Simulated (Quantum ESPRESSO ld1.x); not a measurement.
Values are calculated unless marked as measured or tabulated.
Initial-state core-level shifts of neutral arsenic when its valence configuration changes from [Ar] 3d10 4s2 4p3. Level of theory: scalar-relativistic Kohn-Sham, LDA (Slater exchange, Perdew-Wang correlation), spin-polarised, spherical densities, point nucleus; open shells are filled with parallel spins first (ld1.x of Quantum ESPRESSO 7.5). Shifts are changes of the shell-averaged eigenvalues in eV (positive: less bound).

\begin{tabular}{lrrrr}
valence & 1s & 2s & 2p & 3p \\ \hline
3d10 4s1 4p4 & -1.781 & -1.733 & -1.727 & -1.764 \\
3d10 4p5 & -3.623 & -3.525 & -3.514 & -3.558 \\
3d9.5 4s2 4p3.5 & -6.434 & -7.092 & -7.032 & -5.632 \\
3d8.5 4s2 4p4.5 & -19.848 & -21.950 & -21.768 & -17.060 \\
3d9 4s1 4p5 & -14.662 & -15.992 & -15.863 & -12.907 \\
3d9 4s0.5 4p5.5 & -15.483 & -16.796 & -16.663 & -13.711 \\
3d8 4s1 4p6 & -28.323 & -31.196 & -30.940 & -24.322 \\
3d7.5 4s2 4p5.5 & -34.022 & -37.723 & -37.418 & -28.726 \\
3d9 4s2 4p4 & -13.048 & -14.407 & -14.286 & -11.317 \\
\end{tabular}
